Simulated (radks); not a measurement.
Ionisation of the tellurium ion Te2+, [Kr] 4d10 5s2 5p2, to [Kr] 4d10 5s2 5p1 as the strength of local exchange is varied. Calculated with a radial shooting solver on a logarithmic mesh with Libxc functionals: Dirac Kohn-Sham, Slater X-alpha exchange (alpha = 2/3 is LDA exchange), no correlation, spin-unpolarised, spherical densities, finite nucleus; open shells fill j = l - 1/2 first; Fermi nuclear charge, rms radius 4.7423 fm.

alpha  E(Te2+) (hartree)  exchange (hartree)  IE (eV)  -e of the level emptied (eV)  <r> of it (bohr)
0.57         -6761.22302          -140.45888   25.408                20.733 (5p1/2)             2.348
0.576        -6762.70169          -141.96674   25.480                20.802 (5p1/2)             2.346
0.667        -6785.16560          -164.91060   26.583                21.857 (5p1/2)             2.304
0.735        -6801.99769          -182.14701   27.423                22.662 (5p1/2)             2.274
0.747        -6804.97213          -185.19686   27.573                22.806 (5p1/2)             2.269
0.765        -6809.43608          -189.77619   27.798                23.022 (5p1/2)             2.261
0.904        -6844.00017          -225.32338   29.567                24.724 (5p1/2)             2.204
0.942        -6853.47785          -235.09817   30.059                25.200 (5p1/2)             2.189

NIST Atomic Spectra Database: 27.84 eV (measured). The Delta-SCF value meets it near alpha = 0.77. Spin polarisation and multiplet splitting are left out, so open shells lie too high by an amount that depends on their filling.

Beside tabulated values, note that spin-unpolarised runs miss the spin-polarisation part of the exchange energy of open shells.
